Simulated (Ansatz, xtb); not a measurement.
**Relaxing a trial structure of F2H6PSi2+**

The starting geometry of this gas-phase singlet has its atoms placed at random.

```yaml
atoms:
  - { symbol: F, position_ang: [-0.1001, -1.3897, -0.5123] }
  - { symbol: F, position_ang: [-1.3944, 1.1973, -0.4804] }
  - { symbol: P, position_ang: [0.0962, 0.4180, 1.1093] }
  - { symbol: Si, position_ang: [1.8870, 0.9388, -0.8532] }
  - { symbol: Si, position_ang: [-0.4865, -2.5282, 0.4750] }
  - { symbol: H, position_ang: [-0.5196, -2.4574, -0.7971] }
  - { symbol: H, position_ang: [1.1608, 1.2883, -1.8488] }
  - { symbol: H, position_ang: [-0.4174, -1.1391, 0.6445] }
  - { symbol: H, position_ang: [-0.1174, -0.4662, -0.7754] }
  - { symbol: H, position_ang: [-0.9175, 1.8741, 0.4932] }
  - { symbol: H, position_ang: [0.6907, 1.0900, 0.3028] }
```

**Question.** One run relaxed it with r2SCAN-D4/def2-SVP. What is a likely outcome?

**Answer.** It loosens into FH5PSi2 + FH, which stay close as a complex (formulas without charges). Distances that change by over a tenth: P3–H11 (1.21 → 1.42 Å), Si4–H7 (1.28 → 1.89 Å), Si5–H6 (1.27 → 1.47 Å), H7–H9 (2.42 → 0.80 Å). Contacts that open: F1–H9 (0.96 → 2.22 Å), P3–H8 (1.70 → 3.02 Å), Si4–H11 (1.67 → 2.88 Å). Contacts that close: F2–H10 (1.28 → 0.93 Å), P3–Si4 (2.71 → 2.14 Å), P3–Si5 (3.07 → 2.33 Å).

The energy falls by 20.63 eV over 67 steps:

```csv
step,E − E(last) (eV)
1,20.634
8,4.470
16,2.878
23,2.442
30,2.138
38,1.663
45,0.319
52,0.033
60,0.001
67,0.000
```

Final geometry (Å):

```xyz
11

F    -0.5841   -0.3270   -1.2757
F    -2.9142   -0.9613   -0.4382
P     1.3625    0.2861    0.7876
Si    3.0138    0.8674   -0.4427
Si   -0.8337   -0.3590    0.3402
H    -0.9139   -1.7053    0.9284
H     2.1746    0.4692   -2.0908
H    -1.6204    0.7632    0.8765
H     1.4980    0.3071   -1.6967
H    -3.0499   -1.0503   -1.3586
H     1.7490    0.5359    2.1279
```

From the same start GFN2-xTB ends elsewhere, in pieces: H4PSi + FHSi + FH.

From so rough a start the end depends on the optimiser's path, so another program may land elsewhere. No frequencies were run, so the end isn't proven a minimum. Run with Ansatz 0.2.0, 3.7 min on 2 threads of Intel(R) Xeon(R) Platinum 8259CL CPU @ 2.50GHz (Skylake/Cascade Lake), on a shared host.
